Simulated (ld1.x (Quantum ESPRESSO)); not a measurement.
# An all-electron radial function and its pseudo partner (hydrogen)

Columns: radius, all-electron u(r) and pseudo u(r) of the 1s shell (level -12.42 eV) of hydrogen in the configuration 1s0.5; PBEsol, scalar-relativistic, RRKJ scheme, ld1.x (Quantum ESPRESSO) 7.5.

| r (bohr) | all-electron | pseudo |
| --- | --- | --- |
| 0.053 | 0.1064 | 0.0901 |
| 0.105 | 0.1999 | 0.1765 |
| 0.158 | 0.2850 | 0.2610 |
| 0.210 | 0.3591 | 0.3386 |
| 0.262 | 0.4248 | 0.4099 |
| 0.315 | 0.4837 | 0.4752 |
| 0.368 | 0.5350 | 0.5325 |
| 0.420 | 0.5787 | 0.5809 |
| 0.473 | 0.6170 | 0.6225 |
| 0.525 | 0.6489 | 0.6561 |
| 0.578 | 0.6762 | 0.6839 |
| 0.630 | 0.6983 | 0.7054 |
| 0.683 | 0.7164 | 0.7223 |
| 0.735 | 0.7303 | 0.7347 |
| 0.788 | 0.7409 | 0.7438 |
| 0.840 | 0.7481 | 0.7498 |
| 0.893 | 0.7525 | 0.7533 |
| 0.945 | 0.7542 | 0.7544 |
| 0.998 | 0.7535 | 0.7535 |
| 1.050 | 0.7508 | 0.7508 |
| 1.102 | 0.7462 | 0.7462 |
| 1.155 | 0.7398 | 0.7398 |
| 1.208 | 0.7319 | 0.7319 |
| 1.260 | 0.7228 | 0.7228 |
| 1.313 | 0.7124 | 0.7124 |
| 1.365 | 0.7012 | 0.7012 |

Q: How many radial nodes do the two functions have?

A: The all-electron 1s function has n − l − 1 = 0; the pseudo-wave has 0.

Q: At about which radius was the pseudo-wave matched?

A: 1.05 bohr. The columns agree to 0.0005 from 0.94 bohr on; several derivatives are matched, so the curves merge somewhat inside the radius.

Q: Is the pseudo-wave norm-conserving?

A: Yes: the RRKJ scheme keeps the norm inside the radius equal to the all-electron one, which fixes the energy derivative of the logarithmic derivative at the level.
